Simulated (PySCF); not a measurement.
Si(H)(F)(Et)(OH) (C2H7FOSi), SMILES C([SiH](F)O)C. Heavy atoms are numbered as in [SiH:1]([OH:2])([F:3])[CH2:4][CH3:5]. Hydrogens are named by the atom that carries them.

Coordinates come from a PBE-D3(BJ)/def2-SVP optimisation. One conformer was computed; it need not be the lowest.

These are PBE/def2-TZVP (PySCF) values and carry that method's errors.

Atomic charges (e), one atom of each kind:

```
atom         IAO  Löwdin
---------  -----  ------
Si1 (SiH)   1.34    0.06
O2 (OH)    -0.76   -0.11
F3         -0.53   -0.01
C4 (CH2)   -0.59   -0.41
C5 (CH3)   -0.42   -0.34
H on Si1   -0.15   -0.04
H on O2     0.36    0.18
H on C4     0.15    0.15
H on C5     0.14    0.13
```

Computed Mayer and Wiberg (Löwdin basis) orders of the bonds:
```csv
bond,Mayer,Wiberg
Si1–O2,1.22,1.68
Si1–F3,1.11,1.67
Si1–C4,0.99,1.13
C4–C5,0.99,1.32
```
